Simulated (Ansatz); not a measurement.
The cluster P₃Se, relaxed as a doublet with UKS PBE-D4/def2-SVP in Ansatz, starting from the GFN1-xTB geometry. Force threshold 0.02 eV/Å.

The structure comes from a short search, and lower isomers may exist.

Start:

```xyz
4

P    -1.0532   -0.1447    0.6733
P    -0.0238    0.8157   -0.9567
P     0.8706    0.8011    1.0213
Se    0.2064   -1.4722   -0.7379
```

```
step  energy (eV)  largest force component (eV/Å)  SCF passes
   1  -93177.3399                           1.117          29
   2  -93177.4007                           0.351          29
   3  -93177.4072                           0.038          31
   4  -93177.4072                           0.006          24
```

Force components are those of the run's own axes.

End:

```xyz
4

P    -1.0854   -0.1466    0.6801
P    -0.0358    0.8335   -0.9828
P     0.9008    0.8010    1.0406
Se    0.2204   -1.4879   -0.7379
```

By distances, no bond broke or formed. The bond that changes most is P2–P3, from 2.17 to 2.23 Å (atoms count from 1).

No frequencies were taken in this run, so the end may be a saddle point.

Run time 4.4 s (4 threads of Arm Neoverse V2 on a shared host).
